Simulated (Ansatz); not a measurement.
`B[Se][SiH2][SiH3]` + H–F → `F[SiH2][SiH3]` + `B[SeH]`  (ligand exchange at the Si–Se bond)

Computed with Ansatz on PBE0-D4/def2-TZVP structures; ΔE is electronic, products minus reactants. CBS: MP2 limit from def2 TZ/QZ plus the TZ coupled-cluster correction, frozen cores. This one scheme is used for every species. DFT in def2-TZVPP. B3LYP here is the variant with VWN-RPA as its local correlation; programs differ in this. HSE06 is defined as in plane-wave codes. For Se outer-core shells are correlated without core-valence functions, which leaves a few kJ/mol of doubt a bond. Scalar relativity is left out up to krypton. One conformer a species, not always the lowest.

| level | ΔE (kJ/mol) | difference from CCSD(T)/CBS |
| --- | --- | --- |
| r2SCAN-D4 | -63.8 | -7.7 |
| B3LYP-D4 | -65.3 | -9.2 |
| ωB97X-V | -67.3 | -11.2 |
| PBE | -59.4 | -3.3 |
| revPBE | -61.7 | -5.6 |
| r2SCAN | -66.2 | -10.1 |
| r2SCANh | -64.9 | -8.8 |
| r2SCAN0 | -63.3 | -7.2 |
| HSE06 | -57.7 | -1.6 |
| CAM-B3LYP | -84.5 | -28.4 |
| HF/def2-SVP | -79.5 | -23.4 |
| CCSD(T)/def2-SVP | -61.8 | -5.7 |
| HF/def2-TZVPP | -90.2 | -34.1 |
| CCSD(T)/def2-TZVPP | -60.7 | -4.6 |
| HF/def2-QZVPP | -92.7 | -36.6 |
| HF/CBS(def2) | -93.0 | -36.9 |
| CCSD(T)/CBS | -56.1 | 0 |

Question: What do rigid-rotor, harmonic-oscillator terms from PBE0-D4/def2-TZVP frequencies (298.15 K, 1 bar) make of the CCSD(T)/CBS value? (Best estimate.)

Answer: The calculation gave: ΔZPE = -0.8 kJ/mol, ΔH = -60.9 kJ/mol, ΔS = 17 J/(mol·K), ΔG = -66.0 kJ/mol.

Largest T1 diagnostic among the species: 0.014.

At CCSD(T), def2-SVP lies −5.7 kJ/mol from the extrapolated value and def2-TZVPP −4.6 kJ/mol. Leaving LDA and LC-ωPBE aside and taking each functional with its dispersion term where it has one, the values, not all of them listed here, spread over 29.5 kJ/mol, from CAM-B3LYP-D4 to revPBE-D4. LDA lies +4.1 kJ/mol from PBE without D4. The D4 term adds +15.0 kJ/mol with B3LYP and +8.3 kJ/mol with PBE0; it sums over pairs of atoms, weighted by their polarisabilities, and B3LYP, whose exchange is more repulsive, gets the larger term.
